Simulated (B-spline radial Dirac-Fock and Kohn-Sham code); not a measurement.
# Subshell photoionisation cross sections of Gd²⁺ against photon energy

System: gadolinium as Gd²⁺, [Xe] 4f7 5d1.

Level of theory: independent-particle photoionisation in a Dirac-Hartree-Slater potential with a Latter tail, all multipoles, thresholds from Dirac-Fock ΔSCF; a radial atomic solver. Values are in kb; a dash marks an energy below the computed threshold. Values for outer subshells far above threshold carry numerical ripple of a few per cent.

```
hν (eV)     1s     3p1/2     5p1/2     5d3/2     5d5/2
     60      –         –       694       130       179
    271      –         –      30.3      3.44      5.38
    396      –         –      21.0      3.31      5.03
    800      –         –      9.40      1.41      2.05
    815      –         –      9.17      1.37      2.00
   4000      –      19.3     0.634    0.0347    0.0476
 5414.7      –      10.4     0.334    0.0141    0.0191
 9251.7      –      3.10    0.0988   0.00252   0.00333
  13600      –      1.17    0.0376  0.000661  0.000855
  14200      –      1.05    0.0336  0.000567  0.000731
  15000      –     0.910    0.0292  0.000466  0.000599
  45700      –    0.0382   0.00127  6.70e-06  7.97e-06
59318.2   2.51    0.0173  0.000576  2.37e-06  2.75e-06
  60600   2.37    0.0162  0.000540  2.18e-06  2.52e-06
  76900   1.27   0.00774  0.000259  8.39e-07  9.52e-07
 150000  0.204  0.000965  3.27e-05  6.01e-08  6.43e-08
```

At 150000 eV the multipoles beyond E1 give 27.4 % of 1s, 46.6 % of 3p1/2, 46.5 % of 5p1/2, 66.3 % of 5d3/2, 67.6 % of 5d5/2.
